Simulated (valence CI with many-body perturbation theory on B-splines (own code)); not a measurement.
**Hyperfine factors and g values of Sm IV**

Computed by valence CI with perturbative core correlation (CI+MBPT): five valence electrons over a frozen Dirac-Fock core [Xe], a basis of 7 s, 7 p, 7 d, 7 f, 4 g, 2 h functions for each j, with the one-electron correlation potential Σ1 (screened to all orders), the two-electron term Σ2, the three-electron term Σ3, Breit, model QED; the open f shell's mean field enters the energy denominators; selected single and double excitations, second order for the rest, scaled by the run's own slope (own B-spline code, finite nucleus).

With an open or low-lying f shell, different configurations can be misplaced against each other by up to about 5,000 cm⁻¹. No measured levels were compared; by estimate terms of the open shell hold to a few per cent of their energy, and close levels can change places. Core correlation moves these levels by up to 2300 cm⁻¹, and in measured spectra 5 to 20 % of such shifts remained as error; rates that hang on mixing are uncertain with them. Not all symmetries were solved, so the list stops early. Among the levels kept, up to 800 cm⁻¹ of a level comes from second order outside the variational space, and about a tenth of that is noise between levels of different J, which matters for small intervals. Only levels of the ground parity were solved; by the run's estimate the other parity begins above the list, which can be wrong where configurations are misplaced.

A/g_I is the dipole constant over the nuclear g factor μ/I (μ in nuclear magnetons, uniformly magnetised nucleus), B/Q the quadrupole constant per barn. Both hold the static response of the core; the bare values leave it out. Large factors of s and p1/2 electrons are usually good to 5 to 10 %; those of open d and f shells near neutrality can be off by tens of per cent, and small factors of p3/2, d and f electrons come from cancelling terms and can be off by a factor of two or in sign, in half-filled shells by more. B is blank for J = 1/2, where it vanishes, and for nearly pure S terms. Energies count from the lowest level.

| Level | E (cm⁻¹) | g | A/g_I (MHz) | A/g_I bare | B/Q (MHz/b) | B/Q bare |
| --- | --- | --- | --- | --- | --- | --- |
| 4f5 6H°_5/2 | 0.0 | 0.296 | 995 | 981 | -562 | -612 |
| 4f5 6H°_7/2 | 1074 | 0.828 | 653 | 678 | -477 | -521 |
| 4f5 6H°_9/2 | 2318 | 1.070 | 505 | 549 | -498 | -546 |
| 4f5 6H°_11/2 | 3691 | 1.200 | 434 | 490 | -583 | -641 |
| 4f5 6H°_13/2 | 5146 | 1.277 | 401 | 465 | -717 | -789 |
| 4f5 6F°_1/2 | 6465 | -0.650 | 1970 | 1920 |  |  |

Task: Take the isotope of mass number 147, with I = 7/2, μ = -0.809 μN and Q = -0.26 b. What is the hyperfine structure of 4f5 6H°_5/2?

Result: From the table A = -230 MHz, B = 146 MHz. Shifts from the centre of gravity in MHz: F = 1: 2670, F = 2: 2160, F = 3: 1430, F = 4: 474, F = 5: -671, F = 6: -1980.
